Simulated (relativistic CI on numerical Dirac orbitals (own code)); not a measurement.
How well does a small relativistic CI reproduce Zr VII?

Method of calculation: Dirac-Coulomb-Breit CI, orbitals from a KLI potential per configuration, model QED (radiative potential, 1s self-energy scaled to tabulated hydrogen-like ionisation energies), unscaled Slater integrals (own radial code, finite nucleus).

CI space (outside the closed core [Ar] 3d10): 4s2.4p4, 4s.4p5, 4s2.4p3.4d, 4p6, 4s.4p4.4d, 4s2.4p3.4f, 4s2.4p3.5s, 4s.4p4.4f, 4s2.4p3.5p, 4p5.4d, 4s2.4p3.5d, 4s.4p3.4d2, 4s2.4p3.6s, 4s.4p4.5s, 4s2.4p2.4d.4f, 4s2.4p3.6p, 4s2.4p3.5f, 4s2.4p3.5g, 4s2.4p3.6d, 4s.4p4.5p, 4s2.4p3.7s, 4s2.4p3.7p, 4s2.4p3.6f, 4s.4p3.5s2, 4p5.4f, 4s.4p4.5d, 4s2.4p2.4d.5p, 4s.4p4.6s, 4s2.4p2.4d2, 4s2.4p.4d3, 4s.4p2.4d3, 4s2.4p.4d2.4f, 4s2.4p.4d2.5s, 4s.4p2.4d2.4f, 4p4.4d2, 4p3.4d3, 4p3.4d2.4f, 4p3.4d2.5s, 4s2.4p2.4d.5s, 4s.4p2.4d2.5s, 4s2.4p.4d.4f.5s, 4s2.4p.4d.5s2, 4s.4p2.4d.4f.5s, 4s.4p3.5s.5p, 4s.4p2.4d.5s.5p, 4p3.4d.5s.5p, 4s.4p2.4f.5s.5p, 4s.4p2.5s2.5p, 4p3.4f.5s.5p, 4p4.4d.5s, 4p3.4d.4f.5s, 4p3.4d.5s2. Double excitations out of closed p, d and f shells are left out; levels of such configurations are missing from the list, as are those of other unlisted configurations, and high levels can miss mixing partners. These lack a partner that the ground configuration has and come out too high: 4s2.4p3.5p, 4s2.4p3.5d, 4s2.4p3.6s, 4s2.4p3.6p, 4s2.4p3.5f.

```
Configuration  Term (tabulated)  J  Measured (cm⁻¹)  Computed  Error  Purity (%)
      4s2.4p4                3P  2              0.0         0      0          89
      4s2.4p4              3P †  0          12557.0     12835    278          85
      4s2.4p4              3P †  1          13549.0     13151   -398          97
      4s2.4p4                1D  2          27176.0     28050    874          89
      4s2.4p4                1S  0          56943.0     59824   2881          84
       4s.4p5               3P°  2         192812.0    189970  -2842          81
       4s.4p5               3P°  1         201981.0    199035  -2946          78
       4s.4p5               3P°  0         208638.0    205368  -3270          80
       4s.4p5               1P°  1         243704.0    244194    490          56
   4s2.4p3.4d               5D°  0         262683.0    258326  -4357          94
   4s2.4p3.4d             5D° †  1         263119.0    258613  -4506          94
   4s2.4p3.4d             5D° †  2         263702.0    258688  -5014          92
   4s2.4p3.4d             5D° †  3         264081.0    258827  -5254          89
   4s2.4p3.4d               5D°  4         264903.0    259872  -5031          92
   4s2.4p3.4d               3F°  3         288053.0    285275  -2778          79
   4s2.4p3.4d               1S°  0         289300.0    283805  -5495          91
   4s2.4p3.4d               3F°  4         291472.0    289233  -2239          83
   4s2.4p3.4d               3G°  3         296679.0    296104   -575          81
   4s2.4p3.4d               3G°  4         298282.0    297891   -391          69
   4s2.4p3.4d               3G°  5         300720.0    300962    242          97
   4s2.4p3.4d               1G°  4         303437.0    303626    189          80
   4s2.4p3.4d               1D°  2         311985.0    311303   -682          72
   4s2.4p3.4d               3D°  1         312987.0    313366    379          94
   4s2.4p3.4d             3P° †  0         317400.0    316568   -832          89
   4s2.4p3.4d               3F°  3         322407.0    322176   -231          83
   4s2.4p3.4d               3F°  2         323711.0    323620    -91          74
   4s2.4p3.4d             3P° †  1         323870.0    318381  -5489          87
   4s2.4p3.4d               3F°  4         324907.0    325504    597          73
   4s2.4p3.4d               3P°  2         330126.0    329496   -630          78
   4s2.4p3.4d               3S°  1         342695.0    347564   4869          64
   4s2.4p3.4d               3P°  2         343828.0    348600   4772          76
   4s2.4p3.4d               1F°  3         346462.0    346507     45          74
   4s2.4p3.4d               3P°  0         355650.0    360678   5028          78
   4s2.4p3.4d               1D°  2         371371.0    377003   5632          76
   4s2.4p3.4d               1F°  3         380360.0    386799   6439          87
   4s2.4p3.4d               1P°  1         397987.0    404849   6862          82
   4s2.4p3.5s               5S°  2         408775.0    411885   3110          92
   4s2.4p3.5s               3S°  1         418375.0    423769   5394          88
   4s2.4p3.5s               3D°  2         434766.0    443170   8404          70
   4s2.4p3.5s               3D°  1         434815.0    443108   8293          80
   4s2.4p3.5s               3D°  3         439534.0    448087   8553          98
   4s2.4p3.5s               1D°  2         443204.0    452567   9363          77
   4s2.4p3.5s               3P°  0         456721.0    464727   8006          97
   4s2.4p3.5s               3P°  1         458043.0    466268   8225          79
   4s2.4p3.5s               3P°  2         466123.0    474409   8286          72
   4s2.4p3.5s               1P°  1         469225.0    478151   8926          70
   4s2.4p3.5p              3P †  1         480659.0    493691  13032          76
   4s2.4p3.5p              3P †  2         483891.0    496478  12587          78
   4s2.4p3.5p              3P †  0         485937.0    497140  11203          96
   4s2.4p3.5p              3F †  4         507603.0    523812  16209          94
   4s2.4p3.5p              3P †  2         512175.0    527353  15178          62
   4s2.4p3.5p              3P †  0         515789.0    530985  15196          88
```

Measured levels from measured levels as listed in Rauch et al., Astron. Astrophys. 599, A142 (2017); pairs were made by configuration, J and term (by order where the table uses no LS term), so strongly mixed levels may be paired wrongly.

Mean error by configuration (cm⁻¹): 4s2.4p4 1877; 4s.4p5 -2142; 4s2.4p3.4d 570; 4s2.4p3.5s 7656. Over the excited levels the mean absolute error is 3879 cm⁻¹ (51 of the 69 excited levels that our extract of the source holds in range could be paired, and the others can miss by more), and the median relative error of those above 1,000 cm⁻¹ is 1.4 %. † marks terms whose computed intervals miss the measured ones by more than a factor of 2.5, or configurations far off the rest, from wrong mixing, a near crossing or a doubtful label or measurement; they are left out of the means.
